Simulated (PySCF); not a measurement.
Br₂ClFGe (SMILES [F][Ge]([Cl])([Br])[Br]), singlet, geometry from GFN2-xTB, atoms displaced at random by about 0.03 Å a coordinate. Base run: TPSS/STO-3G, gradient in PySCF.

PySCF was given this input:
```python
from pyscf import gto, scf, dft

mol = gto.Mole()
mol.atom = '''
    F    -0.30675388   -0.41999485    2.00068047
    Ge   -0.32138192   -0.24742192    0.25564859
    Cl   -1.65531606   -1.57050314   -0.49747953
    Br    1.90422512   -0.78011666   -0.35305056
    Br   -0.72641160    1.92651821   -0.13724390
'''
mol.basis = 'sto-3g'
mol.verbose = 3
mol.build()

mf = dft.RKS(mol)
mf.xc = 'tpss'
mf.kernel()
g = mf.nuc_grad_method()
grad = g.kernel()
```

The coordinate followed is x of atom 5.

The base run was repeated with changes; each row names its change, and settings that it needs were set with it.

```csv
change,dE/dx (Eh/bohr),net force (Eh/bohr)
base,0.002382,0.000366
grid_response = on,0.002329,0.000000
grids.level = 0; grid_response = off,0.002585,0.035267
finite difference step (bohr) = 1e-3; conv_tol = 1e-11,0.002329,-
grids.level = 1; grid_response = off,0.001822,0.001618
conv_tol = 1e-4,0.002414,0.000366
finite difference step (bohr) = 1e-5; conv_tol = 1e-11,0.002330,-
conv_tol = 1e-6,0.002380,0.000366
grids.level = 5; grid_response = on,0.002308,0.000000
finite difference step (bohr) = 1e-4; conv_tol = 1e-11,0.002329,-
finite difference step (bohr) = 0.01; conv_tol = 1e-11,0.002329,-
finite difference step (bohr) = 0.05; conv_tol = 1e-11,0.002324,-
```

The net force is zero for an exact gradient.
